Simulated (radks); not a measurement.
Species: Os3+. Configuration: [Xe] 4f13.5 5d5 6s0.5 (fractional occupations, a model configuration). Method: non-relativistic Kohn-Sham, PBEsol, spin-unpolarised, spherical densities, point nucleus; relativity is left out, which matters for an element this heavy; computed with a radial shooting solver on a logarithmic mesh with Libxc functionals.

X-ray form factor f0, the Fourier transform of the density (f0(0) = 73):

| sin(theta)/lambda (1/angstrom) | f0 (electrons) |
|---|---|
| 0.05 | 72.277 |
| 0.1 | 70.258 |
| 0.15 | 67.310 |
| 0.2 | 63.849 |
| 0.25 | 60.217 |
| 0.3 | 56.640 |
| 0.4 | 50.099 |
| 0.5 | 44.556 |
| 0.6 | 39.875 |
| 0.8 | 32.252 |
| 1 | 26.260 |
| 1.25 | 20.851 |
| 1.5 | 17.425 |
| 2 | 13.648 |
